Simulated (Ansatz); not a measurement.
Series Ta(NH)X3: ωB97M-V/def2-TZVP single points in Ansatz on relaxed structures, gas phase. Core potentials for Ta, no spin–orbit coupling. Binding counts from free atoms in the multiplicity of their measured ground term, without zero-point energy. Names give formal oxidation states. The structures are stationary points that may keep the symmetry of their start.

```tsv
species	atoms	state	geometry	HOMO (eV)	LUMO (eV)	gap (eV)	binding per atom (eV)	point group (within 0.1 Å)
Ta(NH)Cl3 (TaNCl3H)	6	singlet	PBE0-D4/def2-SVP	-10.86	-0.29	10.57	4.07	C3v
Ta(NH)(OH)3 (TaNO3H4)	9	singlet	PBE0-D4/def2-SVP	-9.96	1.25	11.21	4.41	C3v
```

(1) Estimate the rows for Ta(NH)F3 (TaNF3H) (singlet, r2SCAN-D4/def2-SVP geometry).

(1) 
```
          species  atoms    state            geometry  HOMO (eV)  LUMO (eV)  gap (eV)  binding per atom (eV)  point group (within 0.1 Å)
Ta(NH)F3 (TaNF3H)      6  singlet  r2SCAN-D4/def2-SVP     -10.88       0.68     11.56                   4.81                         C3v
```

The gap (eV) runs from 10.57 (Ta(NH)Cl3) to 11.56 (Ta(NH)F3).
